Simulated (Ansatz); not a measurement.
Reaction (atomization): `C[NH][Al]([CH3])[SiH3]` → Al• + 2 C• + 10 H• + N• + Si•

Calculated with Ansatz (gas phase, PBE0-D4/def2-TZVP geometries, no zero-point term in ΔE). CCSD(T)/CBS is the MP2 limit (def2-TZVPP, def2-QZVPP) plus CCSD(T) − MP2 in def2-TZVPP, frozen cores. This one scheme is used for every species, atoms too. Functionals use def2-TZVPP. B3LYP here is the variant with VWN-RPA as its local correlation; programs differ in this. No spin–orbit coupling; open shells (•) take unrestricted orbitals. Spin–orbit coupling would lower the free atoms: a little for Al, C, Si. One conformer a species, not always the lowest.

| level | ΔE (kJ/mol) | difference from CCSD(T)/CBS |
| --- | --- | --- |
| PBE-D4 | 5160.0 | 35.0 |
| r2SCAN-D4 | 5122.2 | -2.8 |
| PBE0-D4 | 5108.9 | -16.1 |
| B3LYP-D4 | 5131.6 | 6.6 |
| ωB97X-V | 5146.2 | 21.2 |
| ωB97M-V | 5131.4 | 6.4 |
| B2PLYP | 5064.6 | -60.4 |
| PBE | 5131.8 | 6.8 |
| r2SCAN | 5114.7 | -10.3 |
| PBE0 | 5084.6 | -40.4 |
| B3LYP | 5086.5 | -38.5 |
| HF/def2-TZVPP | 3802.3 | -1322.7 |
| MP2/def2-TZVPP | 5007.1 | -117.9 |
| SCS-MP2/def2-TZVPP | 5034.2 | -90.8 |
| CCSD/def2-TZVPP | 4941.3 | -183.7 |
| CCSD(T)/def2-TZVPP | 4998.6 | -126.4 |
| HF/def2-QZVPP | 3810.0 | -1315.0 |
| MP2/def2-QZVPP | 5082.2 | -42.8 |
| SCS-MP2/def2-QZVPP | 5120.4 | -4.6 |
| HF/CBS(def2) | 3811.2 | -1313.8 |
| MP2/CBS(def2) | 5133.5 | 8.5 |
| CCSD/CBS(def2) | 5067.7 | -57.3 |
| CCSD(T)/CBS | 5125.0 | 0 |

Largest T1 diagnostic among the species: 0.018.

In def2-TZVPP, CCSD(T) changes the Hartree–Fock value by +1196.3 kJ/mol (the triples alone add +57.3 kJ/mol) and MP2 by +1204.8 kJ/mol; breaking electron pairs costs correlation energy, which Hartree–Fock lacks. From PBE to PBE0 (25 % exact exchange), in def2-TZVPP and without D4, ΔE moves by −47.2 kJ/mol: exact exchange takes away binding that semilocal exchange gives to molecules.

For atomizations the MP2-based limit and the directly extrapolated one differ by several kJ/mol either way, and by 10 to 25 for some Ge, Se and Sn compounds, so smaller differences from it don't rank the levels.
